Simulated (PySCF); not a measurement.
Te(Et)(SH) (C₂H₆STe), SMILES CC[Te]S. Atoms are numbered in the order given.

```xyz
10

Te     0.0704    -0.0757     0.7229
C      0.8037    -1.3958    -0.8732
C      1.4930    -0.6589    -2.0079
H     -0.0669    -1.9720    -1.2161
H      1.4805    -2.0855    -0.3426
H      2.3882    -0.1224    -1.6580
H      0.8134     0.0763    -2.4659
H      1.8025    -1.3686    -2.7949
S     -1.3378     1.3238    -0.6994
H     -2.4544     0.5573    -0.6385
```
Charge 0, spin multiplicity 1.

Geometry: B3LYP-D3(BJ)/def2-SVP. This is a generated structure with no PubChem entry under its InChIKey; it may be hypothetical. The def2 effective core potentials stand for the cores of Te; spin–orbit coupling is left out. One conformer was computed; it need not be the lowest.

These are PBE0/def2-TZVP run with PySCF values and carry that method's errors.

ESP charges are fitted to the potential on shells at 1.4 to 2.0 van der Waals radii. Atomic charges (e):

| atom | Löwdin | ESP fit | Mulliken |
|---|---|---|---|
| Te1 | 0.28 | -0.05 | 0.14 |
| C2 | -0.50 | -0.09 | -0.30 |
| C3 | [?] | -0.23 | -0.36 |
| H4 | [?] | 0.06 | 0.14 |
| H5 | [?] | 0.13 | 0.13 |
| H6 | 0.12 | 0.08 | 0.13 |
| H7 | 0.12 | 0.08 | 0.14 |
| H8 | 0.12 | 0.07 | 0.13 |
| S9 | [?] | -0.22 | -0.33 |
| H10 | 0.03 | 0.16 | 0.18 |

### Question
Fill in the missing entries. (Estimate from the structure and the level; the computed values follow.)

### Answer

- C3, Löwdin: -0.36
- H4, Löwdin: 0.13
- H5, Löwdin: 0.13
- S9, Löwdin: -0.07

### Question
Give the Mayer and Wiberg (Löwdin basis) orders of the bonds. (Estimate from the structure and the level; the computed values follow.)

### Answer

| bond | Mayer | Wiberg |
|---|---|---|
| Te1–C2 | 0.99 | 1.28 |
| C2–C3 | 1.00 | 1.38 |
| C2–H4 | 0.95 | 0.89 |
| C2–H5 | 0.94 | 0.88 |
| C3–H6 | 0.97 | 0.91 |
| C3–H7 | 0.96 | 0.90 |
| C3–H8 | 0.95 | 0.90 |
| Te1–S9 | 1.13 | 1.50 |
| S9–H10 | 0.94 | 1.07 |
